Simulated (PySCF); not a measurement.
C3H8BFS.
Geometry (PBE0-D3(BJ)/def2-SVP, Å), atoms numbered from 1 in this order:
```xyz
14
C3H8BFS angstrom
F      2.6425    0.9529    0.3209
C      1.8999   -0.1650    0.5165
S      0.9382   -0.5778   -0.9606
B     -0.7914   -1.3807    0.0328
C     -1.2447    0.1677    0.2109
C     -0.3421    0.7447   -0.8716
H      1.2150   -0.0151    1.3648
H      2.5518   -1.0324    0.7073
H     -0.3898   -2.0465    0.9694
H     -1.3138   -1.9966   -0.8768
H     -2.3107    0.3732    0.0293
H     -0.9979    0.5912    1.1972
H      0.1343    1.7252   -0.7155
H     -0.8060    0.7365   -1.8688
```

Computed, not measured: PySCF, PBE0-D3(BJ)/def2-SVP geometry optimisation, gas phase.

Take the most abundant isotopes and a rigid rotor. The values belong to one conformer with, in the numbering `[F:1][CH2:2][S@@+:3]1[BH2-:4][CH2:5][CH2:6]1`, F1–C2–S3–B4 -146°, C2–S3–B4–C5 81°, S3–B4–C5–C6 19°, B4–C5–C6–S3 -22°, C2–S3–C6–C5 -78°.

Problem. What are A, B and C (MHz)?

Solution. Ia = 103.31, Ib = 254.60, Ic = 270.50 u·Å²; 505379 MHz·u·Å²/I gives A = 4892, B = 1985, C = 1868 MHz.

Problem. Classify the top.

Solution. A near-prolate asymmetric top. Ray's parameter κ = (2B − A − C)/(A − C) = -0.923; −1 is the prolate and +1 the oblate limit.

Problem. Is it planar, by Δ = Ic − Ia − Ib?

Solution. Not planar: Δ = Ic − Ia − Ib = -87.42 u·Å². For a rigid frame Δ = −2 Σ m c², so Σ m c² = 43.71 u·Å² lies off the ab plane: 12.07 from hydrogen and 31.64 from heavier atoms. The atom farthest from that plane is 1.77 Å away.

Problem. Give the other two planar moments, Paa and Pbb, and the rms extents of the mass along the axes.

Solution. Paa = Σ m a² = (Ib + Ic − Ia)/2 = 210.89 and Pbb = Σ m b² = (Ia + Ic − Ib)/2 = 59.61 u·Å². With the mass M = 106.04 u, the rms extents √(P/M) along a, b and c are 1.41, 0.75, 0.64 Å.

Problem. Predict some low-J microwave lines.

Solution. The dipole components are |μa| = 1.14 D, |μb| = 1.00 D, |μc| = 0.33 D. Intensities carry the squares of the components, which stand as 1.00 : 0.76 : 0.08 (a : b : c). Some of the stronger lines:

```tsv
type	branch	J(Ka,Kc)	MHz	lower level (cm⁻¹)
a	Q	3(1,2) ← 3(1,3)	700	0.858
b	Q	2(1,1) ← 2(0,2)	3143	0.385
b	Q	3(1,2) ← 3(0,3)	3330	0.771
a	R	1(0,1) ← 0(0,0)	3853	0.000
b	R	2(0,2) ← 1(1,1)	4797	0.225
b	R	1(1,1) ← 0(0,0)	6760	0.000
a	R	2(1,2) ← 1(1,1)	7590	0.225
a	R	2(1,1) ← 1(1,0)	7823	0.229
b	Q	2(2,0) ← 2(1,1)	8724	0.490
b	R	3(0,3) ← 2(1,2)	8753	0.479
b	Q	3(2,2) ← 3(1,3)	9247	0.858
a	R	3(2,2) ← 2(2,1)	11560	0.781
a	R	3(2,1) ← 2(2,0)	11574	0.781
a	R	3(1,2) ← 2(1,1)	11733	0.490
b	R	3(1,3) ← 2(0,2)	14176	0.385
b	Q	3(3,0) ← 3(2,1)	14810	1.167
b	R	2(2,1) ← 1(1,0)	16543	0.229
b	R	3(2,2) ← 2(1,1)	20280	0.490
b	R	3(2,1) ← 2(1,2)	20647	0.479
```

Problem. Estimate the classical rotational partition function at 100 K, 200 K and 500 K.

Solution. Point group C1, symmetry number σ = 1; q = (√π/σ)·√((kT/h)³/(ABC)), k/h = 20836.6 MHz/K: 39600 at 100 K, 112000 at 200 K, 443000 at 500 K.

Whether it is a minimum is left open (no frequencies). No vibrational averaging or centrifugal distortion is included, and the geometry carries the error of its method. Quadrupole hyperfine structure (11B) is left out.
